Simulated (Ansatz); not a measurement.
Born–Oppenheimer molecular dynamics of a periodic cell of 24 atoms, N (contents 12 N2, density as packed 0.80 g/cm³ with natural masses). It goes on from the last frame of an earlier run, with new velocities.

All numbers below come from DFT PBE-D3(BJ), scalar-relativistic, plane waves, PAW in Ansatz 0.2.0. Settings: accuracy low, cutoff 420 eV, k mesh 1x1x1, fermi-dirac smearing 0.02 eV, no spin polarisation.

```yaml
ensemble: NPT, Langevin
time_step: 1.5 fs
steps_asked: 260
set_temperature: 350 K
friction: 0.01 /fs
pressure: 5 GPa
seed: 864351
```

Frames 15 fs apart, positions in Å, forces in eV/Å.

Velocities at 45.0 fs (Å/ps):

```
N -3.37 8.88 -4.95
N -2.09 4.09 5.23
N -0.96 -3.03 0.27
N -0.79 0.60 3.78
N -8.27 3.11 1.14
N -3.62 -0.20 9.90
N 10.33 -1.84 1.60
N 6.42 8.61 1.07
N 2.52 2.73 7.79
N -3.02 -0.77 4.61
N 0.07 -0.81 -6.07
N 2.03 -0.42 1.17
N 4.69 -3.88 1.62
N -0.76 0.02 -2.67
N -4.71 0.68 0.44
N 3.73 -5.07 3.05
N 8.30 3.84 4.28
N -1.63 3.83 -2.52
N 13.55 -1.48 -6.29
N -0.87 4.60 -6.61
N 2.67 1.31 1.27
N 10.57 8.13 2.33
N 5.10 -0.05 -5.97
N -2.99 -6.29 -0.46
```

```xyz
24
Lattice="8.1596 -0.0257 -0.0822 -0.0257 8.0675 0.0284 -0.0822 0.0284 7.8216" Properties=species:S:1:pos:R:3:forces:R:3 time_fs=45.0 energy_less_start_eV=0.874 T=374
N 3.470 7.950 0.748 0.18 0.24 -0.38
N 4.370 8.380 0.275 -0.19 -0.49 0.10
N 4.283 5.420 5.697 -1.96 0.37 0.39
N 5.357 5.251 5.662 2.00 -0.09 -0.04
N 5.551 3.931 1.241 0.42 -0.37 -2.07
N 5.631 3.676 0.156 -0.02 0.43 2.13
N 0.655 5.001 0.489 0.03 0.13 -0.11
N 0.421 6.079 0.488 0.09 -0.12 -0.12
N 1.169 7.226 4.362 -1.01 -0.87 -0.92
N 1.744 7.896 5.002 0.93 1.10 1.09
N 2.459 2.730 2.535 -0.76 0.13 0.60
N 3.392 2.584 1.981 0.63 -0.24 -0.06
N 7.794 1.910 2.263 -0.25 -0.02 0.39
N 8.063 1.371 1.345 0.16 -0.29 -0.41
N 7.321 1.924 6.181 -1.80 -0.52 -0.18
N 8.376 2.191 6.234 1.26 0.38 0.08
N 3.228 5.747 3.337 0.22 0.02 -1.11
N 3.668 5.881 2.329 -0.48 -0.41 0.86
N 8.263 4.517 3.302 1.12 0.05 -0.70
N 7.520 4.302 4.071 -0.68 -0.53 1.01
N 6.755 6.580 2.743 1.70 -1.09 1.46
N 6.046 7.171 2.180 -1.76 1.71 -1.45
N 2.788 2.816 6.125 0.40 -0.04 0.03
N 3.106 2.397 7.095 -0.23 0.55 -0.58
24
Lattice="7.7776 -0.0262 -0.1017 -0.0262 7.7049 0.0148 -0.1017 0.0148 7.3154" Properties=species:S:1:pos:R:3:forces:R:3 time_fs=60.0 energy_less_start_eV=2.401 T=478
N 3.213 7.696 0.633 -1.15 -0.69 0.28
N 4.173 8.071 0.277 1.33 -0.18 -0.55
N 4.030 5.128 5.358 -2.64 0.44 0.92
N 5.104 4.996 5.308 2.89 -0.02 -0.07
N 5.196 3.805 1.220 0.55 0.31 0.18
N 5.379 3.482 0.187 0.30 -0.14 -0.16
N 0.772 4.761 0.477 -0.16 1.06 -0.28
N 0.552 5.848 0.446 0.24 -1.02 -0.15
N 1.095 6.910 4.159 -2.25 -2.52 -2.30
N 1.646 7.601 4.769 2.25 2.67 2.45
N 2.310 2.604 2.323 -1.11 0.19 0.89
N 3.280 2.447 1.850 0.92 -0.42 0.08
N 7.463 1.748 2.129 -0.39 -0.02 0.65
N 7.722 1.293 1.167 0.27 -0.40 -0.49
N 6.933 1.799 5.782 -1.53 -0.39 -0.38
N 8.000 2.015 5.859 0.76 0.34 -0.05
N 3.178 5.524 3.169 -0.39 0.05 -0.88
N 3.458 5.676 2.115 -0.11 -0.34 0.22
N 8.052 4.245 3.026 0.28 -0.04 0.33
N 7.185 4.151 3.692 0.15 -0.51 0.25
N 6.474 6.331 2.574 1.90 -1.85 1.90
N 5.856 7.014 2.020 -2.17 2.44 -1.82
N 2.778 2.666 5.600 0.44 -0.52 0.74
N 2.895 2.214 6.606 -0.38 1.56 -1.74
24
Lattice="7.4638 -0.0373 -0.1039 -0.0373 7.4460 -0.0073 -0.1039 -0.0073 6.8776" Properties=species:S:1:pos:R:3:forces:R:3 time_fs=75.0 energy_less_start_eV=3.913 T=617
N 2.984 7.500 0.517 -3.14 -1.31 0.56
N 3.994 7.795 0.281 3.21 0.48 -1.35
N 3.855 4.886 5.158 -0.99 0.31 0.87
N 4.936 4.883 4.999 1.38 0.40 -0.05
N 4.985 3.761 1.198 0.58 0.38 0.52
N 5.198 3.333 0.213 0.51 -0.35 -0.47
N 0.846 4.535 0.451 -0.20 1.77 -0.54
N 0.702 5.637 0.377 0.12 -1.73 -0.10
N 1.007 6.675 4.018 -3.17 -3.95 -3.01
N 1.559 7.395 4.572 3.31 3.89 3.11
N 2.205 2.460 2.204 -2.54 0.26 1.42
N 3.198 2.286 1.823 2.77 -0.59 -0.28
N 7.203 1.532 2.007 -0.54 0.61 1.59
N 7.493 1.170 1.023 0.78 -0.62 -1.16
N 6.576 1.625 5.394 0.09 -0.01 -0.47
N 7.646 1.863 5.512 -1.05 0.20 -0.40
N 3.058 5.372 2.991 -0.40 0.14 -0.99
N 3.314 5.529 1.932 -0.14 -0.35 0.43
N 7.924 4.003 2.841 -0.24 0.45 0.68
N 6.964 3.973 3.378 0.19 -0.53 0.13
N 6.242 6.221 2.443 0.69 -1.27 1.02
N 5.709 6.987 1.891 -1.34 0.96 -0.61
N 2.832 2.522 5.079 0.14 -0.43 0.53
N 2.729 2.219 6.138 -0.04 1.29 -1.42
24
Lattice="7.2595 -0.0667 -0.0974 -0.0667 7.3059 -0.0664 -0.0974 -0.0664 6.5796" Properties=species:S:1:pos:R:3:forces:R:3 time_fs=90.0 energy_less_start_eV=4.614 T=948
N 2.825 7.331 0.385 -2.25 -0.34 0.07
N 3.868 7.547 0.185 2.13 0.56 -1.54
N 3.800 4.692 5.125 0.34 0.86 0.05
N 4.821 4.891 4.765 0.07 0.28 0.14
N 4.961 3.802 1.114 0.25 0.88 1.52
N 5.155 3.194 0.234 0.61 -1.16 -1.27
N 0.938 4.386 0.349 -0.26 1.16 -0.49
N 0.785 5.472 0.184 -0.15 -1.19 0.01
N 0.931 6.519 3.924 -2.76 -3.18 -2.05
N 1.543 7.240 4.422 2.89 3.04 2.11
N 2.176 2.313 2.183 -2.07 -0.03 0.57
N 3.198 2.111 1.902 2.88 -0.38 -0.32
N 7.027 1.334 1.907 0.55 0.46 -0.55
N 7.423 1.015 0.929 0.32 0.18 0.62
N 6.282 1.464 5.018 0.66 0.12 -0.22
N 7.328 1.754 5.233 -1.52 0.03 -0.62
N 2.901 5.282 2.807 0.32 0.21 -1.58
N 3.202 5.438 1.750 -0.51 -0.72 1.70
N 7.865 3.813 2.767 -0.70 0.89 0.71
N 6.850 3.711 3.183 0.10 -0.19 0.09
N 6.047 6.175 2.358 0.83 -2.12 1.11
N 5.529 6.971 1.836 -1.98 0.75 -0.31
N 2.881 2.369 4.656 -0.20 -0.09 1.50
N 2.583 2.414 5.722 0.47 -0.03 -1.25
24
Lattice="7.1888 -0.0768 -0.0806 -0.0768 7.3264 -0.1202 -0.0806 -0.1202 6.4179" Properties=species:S:1:pos:R:3:forces:R:3 time_fs=105.0 energy_less_start_eV=4.324 T=1176
N 2.769 7.289 0.245 -0.95 0.18 0.03
N 3.808 7.478 -0.027 1.24 0.51 -1.00
N 3.900 4.747 5.219 0.82 0.88 -0.64
N 4.815 4.979 4.643 -0.48 -0.06 0.50
N 5.127 3.879 1.073 -0.08 1.87 2.12
N 5.252 3.123 0.311 0.36 -2.17 -1.79
N 1.078 4.353 0.250 -0.69 1.01 -0.07
N 0.843 5.402 -0.016 -0.22 -0.98 0.13
N 0.928 6.501 3.888 -1.15 -1.03 -0.60
N 1.599 7.225 4.346 0.97 1.12 0.36
N 2.241 2.173 2.217 0.36 0.05 -0.54
N 3.304 1.976 2.035 0.40 0.01 -0.44
N 7.039 1.297 1.798 0.67 -0.39 -1.29
N 7.560 0.895 0.906 -0.68 0.33 0.88
N 6.071 1.323 4.730 2.29 0.80 0.64
N 7.067 1.730 5.043 -2.77 -1.00 -1.01
N 2.857 5.285 2.695 0.58 0.16 -1.26
N 3.114 5.436 1.627 -0.28 -0.89 1.70
N 7.868 3.854 2.875 -1.43 -0.14 0.52
N 6.837 3.503 3.079 0.92 0.72 -0.05
N 5.897 6.211 2.350 1.59 -2.40 1.06
N 5.289 6.999 1.929 -1.99 1.84 -0.54
N 2.955 2.254 4.467 0.19 0.24 1.71
N 2.515 2.662 5.393 0.33 -0.66 -0.41
24
Lattice="7.2122 -0.0782 -0.0627 -0.0782 7.4388 -0.1551 -0.0627 -0.1551 6.3995" Properties=species:S:1:pos:R:3:forces:R:3 time_fs=120.0 energy_less_start_eV=3.590 T=1096
N 2.764 7.412 0.158 -0.47 -0.16 0.51
N 3.751 7.554 -0.286 1.31 0.48 -0.37
N 4.098 4.955 5.381 1.47 0.39 -1.50
N 4.926 5.110 4.653 -1.11 -0.36 1.35
N 5.395 3.914 1.113 -0.02 2.30 1.79
N 5.393 3.078 0.430 -0.21 -2.35 -1.70
N 1.141 4.364 0.165 -0.80 0.47 0.51
N 0.892 5.388 -0.160 -0.33 -0.30 0.12
N 0.926 6.571 3.924 -0.22 0.25 0.04
N 1.657 7.296 4.309 -0.29 0.26 -0.63
N 2.412 2.094 2.228 1.04 0.13 -0.27
N 3.486 1.854 2.153 -0.52 0.31 -0.28
N 7.157 1.361 1.661 0.76 -1.30 -1.40
N 7.733 0.798 0.892 -1.50 0.84 1.07
N 5.926 1.226 4.556 2.32 1.15 1.18
N 6.831 1.716 5.002 -2.36 -1.43 -1.33
N 2.948 5.388 2.683 0.33 -0.17 -0.86
N 3.103 5.378 1.589 -0.09 -0.36 1.12
N 7.948 4.000 3.099 -2.05 -1.26 0.00
N 6.960 3.482 3.071 1.85 1.46 0.34
N 5.824 6.297 2.444 0.56 -0.31 -0.13
N 5.095 7.075 2.189 -0.23 0.38 -0.07
N 3.131 2.221 4.601 1.01 -0.77 0.32
N 2.506 2.924 5.154 -0.44 0.36 0.18
24
Lattice="7.3317 -0.0855 0.0020 -0.0855 7.6034 -0.1684 0.0020 -0.1684 6.4631" Properties=species:S:1:pos:R:3:forces:R:3 time_fs=135.0 energy_less_start_eV=2.651 T=842
N 2.873 7.577 0.148 0.32 -0.16 0.28
N 3.778 7.749 -0.451 0.30 0.18 0.30
N 4.391 5.205 5.578 1.79 -0.24 -1.96
N 5.168 5.213 4.774 -1.44 -0.26 1.92
N 5.704 3.993 1.174 -0.01 1.62 0.70
N 5.603 3.058 0.626 -0.58 -1.38 -0.83
N 1.081 4.438 0.141 -0.18 -0.44 0.37
N 0.941 5.446 -0.266 -0.33 0.39 0.12
N 0.912 6.765 4.051 0.04 0.49 0.03
N 1.762 7.432 4.266 -0.49 0.14 -0.66
N 2.647 2.136 2.256 2.81 -0.76 -0.09
N 3.714 1.792 2.258 -2.69 1.19 -0.08
N 7.312 1.413 1.572 0.22 -0.52 0.00
N 7.910 0.735 0.943 -0.59 0.11 0.01
N 5.880 1.120 4.567 2.49 1.90 1.64
N 6.700 1.705 5.068 -2.14 -1.81 -1.62
N 3.109 5.519 2.755 0.01 -0.52 -1.29
N 3.151 5.306 1.668 -0.09 -0.02 1.40
N 8.107 4.132 3.343 -0.75 -0.48 -0.26
N 7.162 3.581 3.192 0.63 0.51 0.42
N 5.903 6.473 2.599 -0.40 0.61 -0.50
N 5.044 7.165 2.521 0.87 -0.64 -0.21
N 3.361 2.287 4.962 -0.05 0.29 0.26
N 2.612 3.093 4.945 0.25 -0.22 0.03
24
Lattice="7.5053 -0.0855 0.0445 -0.0855 7.7974 -0.1713 0.0445 -0.1713 6.5691" Properties=species:S:1:pos:R:3:forces:R:3 time_fs=150.0 energy_less_start_eV=1.812 T=657
N 3.090 7.768 0.186 -0.14 -0.16 0.31
N 3.909 8.011 -0.503 0.18 0.06 0.06
N 4.672 5.394 5.747 1.61 -0.44 -1.72
N 5.432 5.296 4.934 -1.38 0.02 1.76
N 5.989 4.087 1.197 0.11 1.80 0.56
N 5.774 3.099 0.796 -0.82 -1.43 -0.76
N 1.020 4.614 0.201 0.07 -2.14 1.09
N 0.992 5.564 -0.321 -0.13 2.00 -0.85
N 0.868 7.070 4.205 -0.33 0.12 -0.06
N 1.827 7.605 4.182 0.18 0.40 -0.26
N 2.917 2.234 2.269 1.84 -0.87 0.06
N 3.931 1.779 2.366 -1.93 1.08 -0.19
N 7.474 1.427 1.506 0.76 -0.87 -0.08
N 8.102 0.691 0.971 -0.63 0.47 0.26
N 5.889 1.098 4.598 1.59 1.84 1.45
N 6.633 1.716 5.156 -1.06 -1.21 -1.18
N 3.240 5.617 2.823 -0.21 -0.71 -1.21
N 3.198 5.271 1.770 0.11 0.26 1.24
N 8.290 4.266 3.534 0.75 0.69 0.01
N 7.370 3.716 3.328 -0.91 -0.66 0.03
N 6.072 6.702 2.690 -0.47 0.33 -0.38
N 5.122 7.255 2.807 0.76 -0.69 -0.58
N 3.513 2.560 5.336 0.86 -0.62 0.83
N 2.787 3.185 4.814 -0.81 0.70 -0.38
24
Lattice="7.6524 -0.0970 0.0843 -0.0970 7.9835 -0.1741 0.0843 -0.1741 6.6749" Properties=species:S:1:pos:R:3:forces:R:3 time_fs=165.0 energy_less_start_eV=1.113 T=611
N 3.312 7.970 0.290 0.18 -0.01 -0.27
N 3.997 8.231 -0.535 -0.47 -0.09 0.47
N 4.886 5.540 5.881 0.68 -0.31 -0.66
N 5.672 5.344 5.126 -0.58 0.17 0.64
N 6.184 4.175 1.167 0.51 2.44 0.65
N 5.848 3.176 0.919 -0.99 -2.21 -0.72
N 0.983 4.768 0.274 0.08 -1.89 1.21
N 1.020 5.659 -0.345 0.12 1.83 -1.11
N 0.826 7.418 4.372 0.12 0.21 -0.13
N 1.828 7.772 4.079 -0.18 0.14 -0.01
N 3.088 2.313 2.252 2.24 -1.18 0.34
N 4.085 1.843 2.455 -2.42 1.13 -0.45
N 7.644 1.389 1.496 1.33 -1.59 -0.59
N 8.266 0.583 1.040 -1.13 1.36 0.69
N 5.921 1.138 4.633 0.22 0.67 0.25
N 6.620 1.747 5.227 0.30 0.00 -0.02
N 3.278 5.677 2.878 -0.16 -0.28 0.04
N 3.270 5.244 1.866 0.07 -0.04 -0.05
N 8.413 4.362 3.704 0.72 0.52 0.09
N 7.488 3.821 3.486 -0.72 -0.57 -0.11
N 6.216 6.875 2.640 -0.93 0.35 0.13
N 5.237 7.277 2.974 1.15 -0.65 -0.79
N 3.601 2.884 5.675 0.07 -0.10 0.35
N 3.024 3.184 4.790 -0.22 0.12 0.06
```

Of the whole run (390 fs, mean temperature of the second half 383 K): The conserved energy stayed within 0.86 meV per atom of its start (net change -0.34 meV per atom), so the integration is sound. A run of 0.39 ps of so small a system gives no equilibrium averages. Limits of this set-up: coarse k mesh, low accuracy level. The cell's volume went from 696 to 386 Å³.

The run took 11 min on 1 thread of Arm Neoverse V2 (shared host), peak memory 0.59 GiB.
